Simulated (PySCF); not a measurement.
Compound: C₅H₈BNO₃.
Cartesian coordinates in Å at the PBE0-D3(BJ)/def2-SVP level; atoms count from 1:
```
atom  x, y, z in Å
C1    -3.0327   -0.7519    0.0440
N2    -1.6828   -0.2562   -0.0405
C3    -1.4888    1.0028   -0.7101
C4    -0.6790   -1.0007    0.5076
O5    -0.8515   -2.0665    1.0704
C6     0.6679   -0.4442    0.3881
C7     1.8261   -0.0696    0.3365
B8     3.3057    0.3737    0.3209
O9     3.7216    1.2584   -0.6142
O10    4.1943   -0.1060    1.2321
H11   -3.0186   -1.7113    0.5743
H12   -3.6765   -0.0420    0.5911
H13   -3.4582   -0.8973   -0.9634
H14   -2.0402    1.8092   -0.1965
H15   -0.4235    1.2639   -0.7258
H16   -1.8508    0.9514   -1.7513
H17    4.6635    1.4445   -0.5232
H18    3.8024   -0.7408    1.8397
```

All values: PBE0/pcSseg-1 (PySCF, non-relativistic), on one gas-phase PBE0-D3(BJ)/def2-SVP geometry that isn't relaxed in the solvent. The solvent is an IEF-PCM continuum (van der Waals radii × 1.2). Specific hydrogen bonds and non-electrostatic terms are outside this model.

```tsv
run	E − E(gas) (kJ/mol)	HOMO (eV)	HOMO–LUMO gap (eV)	dipole (D)
gas	0.00	-7.22	5.78	2.59
P	-35.66	-7.22	5.69	3.28
Q	-48.65	-7.23	5.66	3.56
```

Q: The runs were made in chloroform and methanol. Which run belongs to which solvent?

A: P = chloroform, Q = methanol. The dielectric constants are 4.711 (chloroform), 32.61 (methanol), and the energy falls further as ε rises. In this model the ground state sees the solvent through ε alone.

Q: How constant is the ratio of the lowering to (ε − 1)/(2ε + 1)?

A: 
```json
{"solvent": "chloroform", "(ε − 1)/(2ε + 1)": "0.356", "E − E(gas) (kJ/mol)": "-35.66", "ratio (kJ/mol)": "-100.2", "polarisation term (kJ/mol)": "-39.51"}
{"solvent": "methanol", "(ε − 1)/(2ε + 1)": "0.477", "E − E(gas) (kJ/mol)": "-48.65", "ratio (kJ/mol)": "-101.9", "polarisation term (kJ/mol)": "-55.97"}
```

The ratio changes by +1.8 % in size from chloroform to methanol. The polarisation term is half the interaction of the solute with the induced surface charges.
